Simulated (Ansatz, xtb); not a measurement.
# Relative energy of two isomers of C4H7NSi

Structure I is `NC1=C[SiH2]C=C1`, a singlet and structure II is `NC1=CC=C[SiH2]1`, a singlet. Both are isolated molecules in the gas phase, relaxed with B3LYP-D3(BJ)/def2-SVP; the shapes shown needn't be the lowest conformers.

I (Å):

```json
{"atom": "C", "x (Å)": "-1.5457", "y (Å)": "0.0515", "z (Å)": "0.1408"}
{"atom": "C", "x (Å)": "-1.0344", "y (Å)": "1.2625", "z (Å)": "0.5146"}
{"atom": "C", "x (Å)": "0.4798", "y (Å)": "-0.9147", "z (Å)": "1.0601"}
{"atom": "C", "x (Å)": "-0.6969", "y (Å)": "-1.1420", "z (Å)": "0.4452"}
{"atom": "N", "x (Å)": "-2.7279", "y (Å)": "-0.1804", "z (Å)": "-0.5235"}
{"atom": "Si", "x (Å)": "0.6143", "y (Å)": "0.9542", "z (Å)": "1.3016"}
{"atom": "H", "x (Å)": "-3.3969", "y (Å)": "0.5781", "z (Å)": "-0.5734"}
{"atom": "H", "x (Å)": "-3.1384", "y (Å)": "-1.1035", "z (Å)": "-0.4540"}
{"atom": "H", "x (Å)": "-1.5739", "y (Å)": "2.1960", "z (Å)": "0.3445"}
{"atom": "H", "x (Å)": "0.7289", "y (Å)": "1.3430", "z (Å)": "2.7414"}
{"atom": "H", "x (Å)": "1.8010", "y (Å)": "1.5345", "z (Å)": "0.6002"}
{"atom": "H", "x (Å)": "1.1645", "y (Å)": "-1.7245", "z (Å)": "1.3205"}
{"atom": "H", "x (Å)": "-1.0571", "y (Å)": "-2.1373", "z (Å)": "0.1556"}
```

II (Å):

```
atom    x (Å)    y (Å)    z (Å)
   C  -1.3803   0.2515  -0.0294
   C  -1.7032  -0.6424   0.9532
   C  -0.6261  -0.9769   1.8958
   C   0.5957  -0.4012   1.7406
   N  -2.1882   0.6786  -1.0484
  Si   0.4544   0.7020   0.2504
   H  -1.9459   1.5233  -1.5487
   H  -3.1826   0.4830  -1.0002
   H  -2.6938  -1.0988   1.0536
   H  -0.8407  -1.6832   2.7072
   H   1.4329  -0.5992   2.4105
   H   0.6264   2.1677   0.4901
   H   1.2949   0.3382  -0.9294
```

Energies in hartree; the thermal terms are from GFN2-xTB frequencies at re-optimised GFN2-xTB minima (ideal gas, soft modes damped towards free rotors, one conformer each, 298.15 K, 1 atm) and include the zero-point energy:

```
                              I           II
E, CCSD(T)/def2-SVP  −499.523024  −499.515501
    E, MP2/def2-SVP  −499.435555  −499.427961
  E, MP2/def2-TZVPP  −499.951421  −499.942915
  zero-point energy     0.095416     0.095349
       H(298 K) − E     0.103049     0.103061
       G(298 K) − E     0.065649     0.065517
```

**Question.** Correct the CCSD(T) difference for the basis set by the MP2 change, then work out ΔE, ΔE₀, ΔH and ΔG for I → II in kJ/mol (1 Eh = 2625.50 kJ/mol) and the equilibrium ratio [II]/[I].

**Answer.** 1. Differences II − I: CCSD(T) +0.007523, MP2 in the small set +0.007594, MP2 in the large set +0.008506 Eh.
2. ΔE = +0.007523 + (+0.008506 − (+0.007594)) = +0.008435 Eh = +22.15 kJ/mol.
3. ΔE₀ = ΔE + ΔZPE = +0.008435 + (−0.000067) Eh = +21.97 kJ/mol.
4. ΔH = ΔE + (+0.000012) Eh = +22.18 kJ/mol.
5. ΔG = ΔE + (−0.000132) Eh = +21.80 kJ/mol, so ΔS = (ΔH − ΔG)/T = +1.3 J/(mol K).
6. kT = 0.9442 mEh, so K = [II]/[I] = exp(−ΔG/kT) = exp(−8.79) ≈ 1.5 × 10^−4.

Structure I is favoured at this temperature. An error of 4 kJ/mol in ΔG would change K by a factor of 5. Mirror images and further conformers aren't counted.

As drawn, both hold the same kinds of bond in the same numbers.

Other levels gave ΔE = +7.2 (GFN2-xTB); +7.6 (HF/STO-3G, GFN2-xTB geometries); +14.6 (r2SCAN-D4/def2-SVP, GFN2-xTB geometries); +13.4 (B3LYP-D3(BJ)/def2-SVP); +22.8 (HF/def2-SVP); +19.9 (MP2/def2-SVP); +19.8 (CCSD(T)/def2-SVP) kJ/mol. The correlated steps freeze 10 core orbitals. Programs: Ansatz 0.2.0, xtb 6.7.1.
